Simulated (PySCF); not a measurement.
FLi, charge +1, doublet, at a GFN2-xTB geometry (such geometries of metal compounds can be far from the true shape) (a state made from the parent by changing its charge; the spin is typed, not shown lowest). Base run: PBE/6-311G** in PySCF.

The PySCF input:
```python
from pyscf import gto, scf, dft

mol = gto.M(
    atom='''
Li   -0.00000000   -0.00000000   -1.66061298
F     0.00000000    0.00000000    0.55353766
''',
    basis='6-311g**',
    charge=1,
    spin=1,
    verbose=4,
)

mf = dft.UKS(mol)
mf.xc = 'pbe'
mf.kernel()
mo_i, mo_e, stable_i, stable_e = mf.stability(internal=True, external=False, return_status=True, nroots=6, tol=1e-6)
print('internally stable:', stable_i, ' externally stable:', stable_e)
if not stable_i:
    umf = mf.copy()
    umf.scf_summary = {}
    umf.kernel(umf.make_rdm1(mo_i, mf.mo_occ))
```

The bond that is stretched is that between atoms 2 and 1. A test that says stable can miss a lower solution.

The base run was repeated with changes; each row names its change, and settings that it needs were set with it.

```csv
change,ΔE vs base (mEh),<S^2>,E after following the instability (Eh),<S^2> there,stability test says,outcome
base,0.000,0.751,-106.92283,0.75,internal instability,converged
bond × 1.25,5.208,0.751,-106.91762,0.75,internal instability,converged
bond × 1.5,9.695,0.751,-,-,internally stable (external not tested),converged
bond × 1.8,12.920,0.751,-,-,internally stable (external not tested),converged
bond × 2.2,14.460,0.751,-106.90837,0.75,internal instability,converged
bond × 3.0,-,-,-,-,-,not converged
```

On stretching, the SCF can end on different states; <S^2> shows the spin contamination of each.
